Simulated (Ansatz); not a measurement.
System: H₂Se, charge 1, doublet. H2Se+ (parent SMILES [SeH2], doublet).
B3LYP-D3(BJ)/def2-TZVP minimum from Ansatz (a quantum-chemistry and plane-wave program):
```
Se
H 1 1.4885
H 1 1.4885 2 91.60
```
Charge +1, spin multiplicity 2.

Total energies in aug-cc-pVQZ, 7 correlated electrons, 14 frozen orbitals. Open shells are spin-unrestricted; no spin-orbit coupling. Cores are frozen in correlated methods (noble-gas shells, and filled d and f shells in the p block). No relativity. The spin of H2Se+ (parent SMILES [SeH2], doublet) was assumed, and the state is the lowest solution found for it.

```json
[
 {"method": "HF", "program": "Ansatz", "energy (Eh)": "-2400.73072", "minus CCSDT(Q) (mEh)": "174.38"},
 {"method": "MP2", "program": "Ansatz", "energy (Eh)": "-2400.87601", "minus CCSDT(Q) (mEh)": "29.09"},
 {"method": "CCSD", "program": "Ansatz", "energy (Eh)": "-2400.89867", "minus CCSDT(Q) (mEh)": "6.44"},
 {"method": "CCSD(T)", "program": "Ansatz", "energy (Eh)": "-2400.90422", "minus CCSDT(Q) (mEh)": "0.88"},
 {"method": "CCSDT(Q)", "program": "Ansatz", "energy (Eh)": "-2400.90510", "minus CCSDT(Q) (mEh)": "0.00"}
]
```

Rough core times of Ansatz's runs on a shared machine: CCSD(T) 80 s, CCSDT(Q) 2 h.
